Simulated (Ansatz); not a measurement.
Born–Oppenheimer molecular dynamics of Cl3FH2NTa (8 atoms, charge 0, multiplicity 1). It starts from a relaxed structure.

Computed with RKS PBE-D4/def2-SVP in Ansatz.

```json
{"ensemble": "NVT, Nosé–Hoover chain", "time step": "0.5 fs", "steps asked": "150", "set temperature": "2000 K", "thermostat": "time constant 50 fs, chain length 1", "seed": "933730"}
```

First frame:

```xyz
8
Properties=species:S:1:pos:R:3
Ta -0.013 0.010 0.002
F 1.874 0.015 0.080
Cl -0.105 -0.120 2.345
Cl 0.090 -0.221 -2.331
Cl -1.278 1.948 -0.092
N -1.031 -1.674 -0.002
H -1.341 -2.153 0.849
H -1.270 -2.196 -0.850
```

Q: How far do the bonds stretch over the last three quarters of this one trajectory? (Pairs bonded in most of those frames.)

A: 
| bond | mean (Å) | spread (Å) | shortest | longest |
| --- | --- | --- | --- | --- |
| Ta1–F2 | 1.888 | 0.033 | 1.84 | 1.94 |
| Ta1–Cl3 | 2.394 | 0.126 | 2.21 | 2.57 |
| Ta1–Cl4 | 2.361 | 0.061 | 2.29 | 2.45 |
| Ta1–Cl5 | 2.424 | 0.200 | 2.05 | 2.63 |
| Ta1–N6 | 1.961 | 0.015 | 1.94 | 1.98 |
| N6–H7 | 1.042 | 0.047 | 0.97 | 1.12 |
| N6–H8 | 1.048 | 0.064 | 0.95 | 1.16 |

Mean temperature of the second half: 1432 K. The conserved energy stayed within 1.2 meV per atom of its start (net change 1 meV per atom), so the integration is sound. The mean temperature of the second half is 28 % below the set value. A run of 0.075 ps of so small a system gives no equilibrium averages.

Run time: 8.3 min on 2 threads of Arm Neoverse V1, on a shared host, peak memory 0.18 GiB.
